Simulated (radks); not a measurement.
B I, configuration [He] 2s2 2p1 (the NIST ground configuration).

Method: non-relativistic Kohn-Sham, PBE, spin-polarised, spherical densities, point nucleus; open shells are filled with parallel spins first; computed with a radial shooting solver on a logarithmic mesh with Libxc functionals.

Energy parts (eV):
part                     energy
total                  -669.547
kinetic                 666.910
electron-nucleus      -1547.900
Hartree                 315.159
exchange-correlation   -103.716

Orbitals (lengths in bohr, moments of r in powers of bohr; r(90%) holds 90 % of the orbital's charge):
orbital,occ.,eigenvalue (eV),<1/r>,r(90%)
1s up,1,-180.5081,4.650,0.593
1s down,1,-180.2185,4.654,0.592
2s up,1,-9.9026,0.7391,3.09
2s down,1,-8.7012,0.7297,3.16
2p up,1,-4.0210,0.6036,3.87
2p down,0,-2.9459,0.5840,4.12

The highest occupied level is 2p up at -4.021 eV. Virial ratio -V/T = 2.00395.
